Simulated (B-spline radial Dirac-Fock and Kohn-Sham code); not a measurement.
## Run log: Ga³⁺

ΔSCF core binding energies without Breit or QED terms, calculated with a radial finite-basis atomic code. Keys: rel is the Hamiltonian (dirac, or spin-free x2c and nr, where L3 and M5 stand for the whole 2p and 3d shells), method is hf or an exchange,correlation pair (spin-unpolarised, also for the hole states), nuc the nuclear model, radius_factor scales its radius, rmax is the box in bohr, h the logarithmic mesh step, order the B-spline order, points the quadrature points per cell, c_factor scales the speed of light, and damp, ndamp, maxit and tol steer the iteration. The run stops when the commutator error falls below 10·tol·max(1, Z/10), or the numerical noise floor, and the energy has settled to about 1e-8 Ha; the virial ratio is −V/T.

Input (task.json):

```json
{"items": [{"Z": 31, "q": 3, "cfg": [[1, 0, 2], [2, 0, 2], [2, 1, 6], [3, 0, 2], [3, 1, 6], [3, 2, 10]], "A": 69, "rrms": 3.9973, "do": "settings", "holes": ["K", "L3", "M5"],
  "settings": [{"rel": "dirac", "method": "hf", "nuc": "fermi", "radius_factor": 1.0, "rmax": 45.0, "h": 0.3, "order": 9, "points": 10, "c_factor": 1.0, "maxit": 60, "damp": 0.5, "ndamp": 3, "tol": 1e-08}]}]}
```

Command: `python xray2_run.py task.json out`

Ground-state iterations:

```
iter   energy (Ha)        error
   1    -1934.65175650  1.12e+00
   2    -1937.02089538  6.18e-01
   3    -1940.50047725  8.31e-02
   4    -1940.58367076  1.71e-02
   5    -1940.58491811  6.15e-03
   6    -1940.58521004  2.97e-03
   7    -1940.58530311  2.13e-04
   8    -1940.58530353  3.64e-05
   9    -1940.58530354  1.78e-06
  10    -1940.58530354  1.46e-07
```

The ground state converged in 10 iterations, with total energy -1940.58530 Ha, virial ratio 1.98004 and highest orbital energy -64.83 eV. ΔSCF binding energies: K (1s) 10433.3 eV, L3 (2p3/2) 1162.7 eV, M5 (3d5/2) 60.75 eV.
